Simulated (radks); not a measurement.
Task: The tantalum ion Ta1.5+, 71.5 electrons, occupied as [Xe] 4f14 5d2.5 6p1 (fractional occupations, a model configuration). Calculated with a radial shooting solver on a logarithmic mesh with Libxc functionals: Dirac Kohn-Sham, PBE, spin-unpolarised, spherical densities, point nucleus; open shells are shared between the two j in proportion to 2j + 1. Some entries of the table are withheld. Estimate them.

orbital      occ.  eigenvalue (eV)  <1/r> (bohr^-1)
1s1/2           2        -67293.60              (1)
2s1/2           2        -11565.46            20.75
2p1/2           2        -11052.38              (2)
2p3/2           4        -9782.060              (3)
3s1/2           2        -2660.091            7.615
3p1/2           2        -2432.359              (4)
3p3/2           4        -2158.875              (5)
3d3/2           4              (6)            6.591
3d5/2           6              (7)            6.394
4s1/2           2        -553.5096            3.196
4p1/2           2        -459.6690            3.084
4p3/2           4        -396.7068            2.796
4d3/2           4              (8)            2.578
4d5/2           6              (9)            2.508
5s1/2           2         -86.8370            1.223
5p1/2           2         -59.6310            1.093
5p3/2           4         -50.8136           0.9925
4f5/2           6             (10)            2.019
4f7/2           8             (11)            1.989
5d3/2           1         -16.7616           0.6691
5d5/2         1.5         -16.0418           0.6472
6p1/2    0.333333         -11.2256           0.3566
6p3/2    0.666667         -10.3128           0.3317

Result: 
(1) 1s1/2 <1/r> (bohr^-1): 85.48
(2) 2p1/2 <1/r> (bohr^-1): 20.71
(3) 2p3/2 <1/r> (bohr^-1): 17.50
(4) 3p1/2 <1/r> (bohr^-1): 7.529
(5) 3p3/2 <1/r> (bohr^-1): 6.699
(6) 3d3/2 eigenvalue (eV): -1774.950
(7) 3d5/2 eigenvalue (eV): -1715.391
(8) 4d3/2 eigenvalue (eV): -242.6692
(9) 4d5/2 eigenvalue (eV): -231.1045
(10) 4f5/2 eigenvalue (eV): -39.7677
(11) 4f7/2 eigenvalue (eV): -37.7846
